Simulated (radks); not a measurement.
Q: Neutral niobium: order these configurations by energy. Calculated with a radial shooting solver on a logarithmic mesh with Libxc functionals: Dirac Kohn-Sham, PBE, spin-unpolarised, spherical densities, finite nucleus; Fermi nuclear charge, rms radius of each element as measured or else 0.836 A^(1/3) + 0.57 fm. Sub-shells are occupied by j as written (lower j first in brackets). [Kr] 4d(3/2: 2, 5/2: 0) 5s2 5p(1/2: 1, 3/2: 0); [Kr] 4d(3/2: 3, 5/2: 0) 5s1 5p(1/2: 1, 3/2: 0); [Kr] 4d(3/2: 3, 5/2: 0) 5s2; [Kr] 4d(3/2: 4, 5/2: 0) 5p(1/2: 1, 3/2: 0); [Kr] 4d(3/2: 4, 5/2: 0) 5s1; [Kr] 4d(3/2: 4, 5/2: 1).

A: From the lowest, in eV above it: [Kr] 4d(3/2: 3, 5/2: 0) 5s2 0.000; [Kr] 4d(3/2: 4, 5/2: 0) 5s1 0.462; [Kr] 4d(3/2: 4, 5/2: 1) 1.829; [Kr] 4d(3/2: 3, 5/2: 0) 5s1 5p(1/2: 1, 3/2: 0) 3.212; [Kr] 4d(3/2: 4, 5/2: 0) 5p(1/2: 1, 3/2: 0) 3.332; [Kr] 4d(3/2: 2, 5/2: 0) 5s2 5p(1/2: 1, 3/2: 0) 4.175.
